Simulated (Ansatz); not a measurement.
Geometry optimisation, RKS B3LYP-D4/def2-SVP in Ansatz.

Input file:

```yaml
crystal:
  periodic: [false, false, false]
  atoms:
    - { symbol: Ge, position_ang: [0.191399, 0.063887, -0.115673] }
    - { symbol: H, position_ang: [-0.105128, 0.047267, 1.39865] }
    - { symbol: H, position_ang: [1.679562, -0.029566, -0.485427] }
    - { symbol: Cl, position_ang: [-0.58104, 1.857019, -1.03415] }
    - { symbol: Cl, position_ang: [-0.757092, -1.687203, -1.00029] }
    - { symbol: S, position_ang: [-2.934687, 0.119372, 1.373861] }
    - { symbol: H, position_ang: [-2.874884, -0.902971, 0.495437] }
    - { symbol: H, position_ang: [-1.81983, -0.340604, 2.040291] }
basis:
  gaussian: { orbitals: def2-SVP }
hamiltonian:
  xc: b3lyp
  dispersion: d4
relax:
  f_tol: 0.03
  max_steps: 50
output:
  orbitals: {}
```

Command:

```bash
$ ansatz run input.yaml --threads 2 --pin off --max-ram 3072MiB --backend cpu --events-out ev --progress --plain --runs-dir out
```

Where does it end, and by what steps?

The run converged. The force dipped under the threshold on the way, but the program's further checks kept it going. After 32 steps the energy has fallen by 0.243 eV; H7 moved furthest, 1.54 Å.

```csv
step,energy less start (eV),largest force component (eV/Å),accepted
0,0.0000,0.767,yes
2,-0.1370,0.302,yes
4,-0.1655,0.048,yes
6,-0.1871,0.116,yes
8,-0.1653,1.074,no
10,-0.1945,0.376,no
12,-0.1986,0.068,yes
14,-0.2015,0.039,yes
16,-0.2048,0.160,yes
18,-0.2075,0.192,yes
20,-0.2111,0.072,yes
22,-0.2141,0.421,no
24,-0.2201,0.119,yes
26,-0.2286,0.502,yes
28,-0.2420,0.013,yes
30,-0.2425,0.063,yes
32,-0.2428,0.002,yes
```

```xyz
8
Properties=species:S:1:pos:R:3
Ge 0.398 0.010 -0.140
H 0.402 0.437 1.328
H 1.748 0.060 -0.867
Cl -0.973 1.284 -1.244
Cl -0.331 -2.033 -0.281
S -2.888 -0.041 1.892
H -2.963 0.616 0.712
H -2.595 -1.207 1.273
```

Whether the end is a true minimum wasn't checked by a vibrational analysis.

The run took 2.4 min on 2 threads of Intel(R) Xeon(R) Platinum 8259CL CPU @ 2.50GHz (Skylake/Cascade Lake), with other jobs on the host, peak memory 0.28 GiB.
